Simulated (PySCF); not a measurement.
Molecule: SMILES C=C[SiH2][Si@H](N)F, C$_{2}$H$_{8}$FNSi$_{2}$.

Atom-mapped SMILES (the numbers label the heavy atoms): `[CH2:1]=[CH:2][SiH2:3][Si@H:4]([NH2:5])[F:6]`. Each H is labelled by its parent atom. Ha(C1) is cis to Si3; Ha(Si3) is pro-R; Hb(Si3) is pro-S; Hb(C1) is trans to Si3.

Geometry GFN2-xTB throughout; GIAO in PySCF 2.14.0 with density-fitted response routines, gas phase, one conformer, non-relativistic; equivalent atoms averaged; functional PBE0.

Task: How do the absolute shieldings σ depend on the basis set? (a selection of nuclei; ppm; last column core-seconds on 1 thread of an Intel Xeon, shared host)

Result: 
```
   basis set  functions    C1    Si4    Si3     N5     F6  Hb(C1)  Ha(C1)  H(Si4)  Ha(Si3)  core-s
ANO-RCC-VDZP        132  51.4  402.6  478.7  241.6  366.9   25.13   25.40   25.69    27.57      47
     cc-pVDZ        132  63.4  408.9  478.7  255.2  380.2   25.41   25.52   25.79    27.64      20
    pcSseg-1        156  42.1  341.4  424.9  244.6  371.9   25.32   25.43   25.74    27.57      23
   6-31++G**        164  65.9  388.9  463.0  252.9  374.5   25.33   25.47   25.68    27.66      30
```

Task: Which nucleus among those listed moves most, in ppm?

Result: Si4 (silicon bonded to F, N, Si, H): from 341.4 ppm with pcSseg-1 to 408.9 ppm with cc-pVDZ. The smallest spread is 0.10 ppm, at Ha(Si3). Proton shifts span only some 12 ppm, so a few tenths of a ppm matter as much there as several ppm in carbon.

Task: Taking the largest basis, 6-31++G** (164 functions), as the yardstick, rank the others by their worst heavy-atom deviation.

Result: ANO-RCC-VDZP 15.6 ppm (132 functions), cc-pVDZ 19.9 ppm (132 functions), pcSseg-1 47.6 ppm (156 functions).

A small basis that lands close on one nucleus may do so by chance; judge by the trend and by all nuclei.
